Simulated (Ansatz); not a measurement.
Cost and result up the ladder for the cluster Ga2S3 (5 atoms). Total charge 0; singlet. Geometry: B3LYP-D4/def2-SVP.

```csv
atom,x (Å),y (Å),z (Å)
Ga1,0.021,-1.762,-0.943
Ga2,1.434,0.872,1.393
S3,-0.879,-0.447,1.310
S4,-1.288,0.438,-0.589
S5,0.712,0.899,-1.171
```

Ansatz on 4 threads of Intel Xeon Platinum 8375C on a shared host. Times are rough, and most runs start from the orbitals of an earlier one. ωB97X-V/def2-TZVP serves as the yardstick here, not as an exact answer. Binding counts from free atoms at the same level (Ga doublet, S triplet; other spins of the atoms weren't run), without zero-point energy or a counterpoise term.

Correlated methods freeze 33 core orbitals; core or outer-core shells of Ga are correlated, in sets that lack core-valence functions. Another isomer (singlet) lies 0.49 eV lower at PBE0-D4/def2-TZVP; other spin states weren't run for this one.

Correlated methods converge slowly with the basis.

| level | functions | binding energy per atom (eV) | difference from ωB97X-V/def2-TZVP (eV) |
| --- | --- | --- | --- |
| CCSD(T)/def2-TZVP | 207 | 2.47 | -0.14 |
| r2SCAN-D4/def2-TZVP | 207 | 2.68 | 0.07 |
| BHLYP-D4/def2-TZVP | 207 | 2.42 | -0.20 |
| PBE0-D4/def2-TZVP | 207 | 2.67 | 0.06 |
| ωB97X-V/def2-TZVP | 207 | 2.61 | 0.00 |
| PBE-D4/def2-TZVP (with forces) | 207 | 2.83 | 0.22 |

**Question.** Estimate how long each takes.

**Answer.** PBE-D4/def2-TZVP (with forces) 3.2 s; PBE0-D4/def2-TZVP 6 s; r2SCAN-D4/def2-TZVP 6 s; BHLYP-D4/def2-TZVP 6 s; ωB97X-V/def2-TZVP 12 s; CCSD(T)/def2-TZVP 83 s. On shared hardware such times vary by a factor of up to 3.
